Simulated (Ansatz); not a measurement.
Two members of one family (Series TiF3X), computed with Ansatz in the gas phase; def2 core potentials for I, no spin–orbit coupling. The two geometries come from different levels. Binding counts from free atoms in the multiplicity of their measured ground term, without zero-point energy. A dash marks a value that wasn't run or was left out as unsound. The structures are stationary points that may keep the symmetry of their start. Remarks come from the PBE and PBE0 runs and from stability tests at other levels; not every state was tested. HOMO above LUMO (over both spins in singlets and doublets, within one spin in higher multiplets; at PBE or PBE0), or a gap under 0.15 eV within one spin, warns that the state may not be the lowest or that an electron is smeared out.

First: TiIF3 (singlet, charge 0, r2SCAN-D4/def2-SVP geometry).

| atom | x (Å) | y (Å) | z (Å) |
| --- | --- | --- | --- |
| Ti1 | 0.111 | -0.035 | 0.105 |
| I2 | -1.705 | 0.534 | -1.615 |
| F3 | 1.632 | -0.258 | -0.689 |
| F4 | -0.302 | -1.490 | 0.944 |
| F5 | 0.263 | 1.248 | 1.254 |

```tsv
level	HOMO (eV)	LUMO (eV)	gap (eV)	vertical IE (eV)	vertical triplet (eV)	binding per atom (eV)
PBE-D4/def2-SVP	-7.17	-4.08	3.09	–	–	4.78
r2SCAN-D4/def2-TZVP	-7.65	-4.22	3.42	10.64	4.05	–
r2SCAN-D4/def2-TZVPD	-7.63	-4.20	3.43	–	–	–
PBE0-D4/def2-SVP	-8.43	-3.46	4.97	–	–	4.31
PBE0-D4/def2-TZVP	-8.49	-3.39	5.10	10.67	3.66	4.28
```

Metal–donor distances: 1 × I 2.57 Å, 3 × F 1.73 Å. Remarks: gap within one spin near zero at PBE or PBE0 (+1 doublet).

Second: TiBrF3 (singlet, charge 0, PBE0-D4/def2-SVP geometry).

| atom | x (Å) | y (Å) | z (Å) |
| --- | --- | --- | --- |
| Ti1 | -0.012 | 0.026 | -0.110 |
| Br2 | 0.243 | -0.504 | 2.145 |
| F3 | 1.510 | 0.450 | -0.790 |
| F4 | -1.092 | 1.354 | -0.283 |
| F5 | -0.649 | -1.326 | -0.962 |

**Question.** Estimate the same table for the second.

**Answer.** 
| level | HOMO (eV) | LUMO (eV) | gap (eV) | vertical IE (eV) | vertical triplet (eV) | binding per atom (eV) |
| --- | --- | --- | --- | --- | --- | --- |
| PBE-D4/def2-SVP | -7.86 | -3.97 | 3.88 | – | – | 4.92 |
| r2SCAN-D4/def2-TZVP | -8.44 | -4.14 | 4.29 | 11.77 | 5.04 | – |
| r2SCAN-D4/def2-TZVPD | -8.42 | -4.12 | 4.30 | – | – | – |
| PBE0-D4/def2-SVP | -9.31 | -3.33 | 5.97 | – | – | 4.45 |
| PBE0-D4/def2-TZVP | -9.40 | -3.27 | 6.13 | 11.79 | 4.67 | 4.42 |

Metal–donor distances: 1 × Br 2.33 Å, 3 × F 1.72 Å.
